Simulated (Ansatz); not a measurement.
Mulliken charges of `C[BH][GeH3]` from ωB97M-V/def2-TZVPP in Ansatz (PBE0-D4/def2-TZVP geometry).

| atom | x (Å) | y (Å) | z (Å) | charge (e) |
| --- | --- | --- | --- | --- |
| C1 | -1.211 | 0.848 | -0.580 | -0.316 |
| B2 | -0.014 | -0.123 | -0.720 | -0.007 |
| Ge3 | 1.111 | -0.785 | 0.882 | -0.111 |
| H4 | -1.973 | 0.748 | -1.357 | 0.124 |
| H5 | -0.747 | 1.837 | -0.750 | 0.114 |
| H6 | -1.677 | 0.899 | 0.406 | 0.116 |
| H7 | 0.326 | -0.482 | -1.813 | 0.083 |
| H8 | 0.918 | -2.307 | 1.048 | -0.001 |
| H9 | 0.729 | -0.129 | 2.224 | -0.001 |
| H10 | 2.620 | -0.558 | 0.662 | 0.000 |

Question: By hand: the dipole of these point charges (1 e Å = 4.8032 D).

Answer: Σ q r = (-0.239, 0.189, -0.270) e Å, of length 0.407 e Å = 1.95 D.

Question: How does the dipole of the full density compare? (Estimate.)

Answer: Computed: (-0.190, 0.169, -0.129) e Å, 1.37 D; the point charges give 1.42 times that, at 15° from its direction.

Point charges leave out the atoms' own dipoles, such as those of lone pairs, and Mulliken's split depends on the basis, so the two needn't agree.
